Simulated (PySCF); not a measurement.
Al(H)2(SH) (AlH3S), SMILES [AlH2][SH].

The structure is a stationary point at PBE0-D3(BJ)/def2-TZVP.

The numbers are results of C-PCM-B3LYP/def2-SVP in PySCF 2.14.0, not measurements.

The values are the electrostatic part of the solvation free energy, E(continuum) − E(gas) at the gas-phase geometry, in a cavity of scaled van der Waals radii (PySCF's table); cavitation and dispersion terms are not included. A continuum can't describe solvent molecules that bind to the metal. In vacuum the orbital gap is 5.96 eV. The dipole moment in vacuum is 1.00 D.

Q: Estimate the values in water (ε = 78.36), n-hexane (ε = 1.88), N,N-dimethylformamide (ε = 37.22). (The exact figures need the calculation; the answer reports its results.)

A: 
```json
[
 {"solvent": "water", "ε": "78.36", "ΔG(elec) (kcal/mol)": "-4.6", "dipole (D)": "1.41", "gap (eV)": "6.29"},
 {"solvent": "n-hexane", "ε": "1.88", "ΔG(elec) (kcal/mol)": "-2.0", "dipole (D)": "1.16", "gap (eV)": "6.10"},
 {"solvent": "N,N-dimethylformamide", "ε": "37.22", "ΔG(elec) (kcal/mol)": "-4.5", "dipole (D)": "1.40", "gap (eV)": "6.28"}
]
```
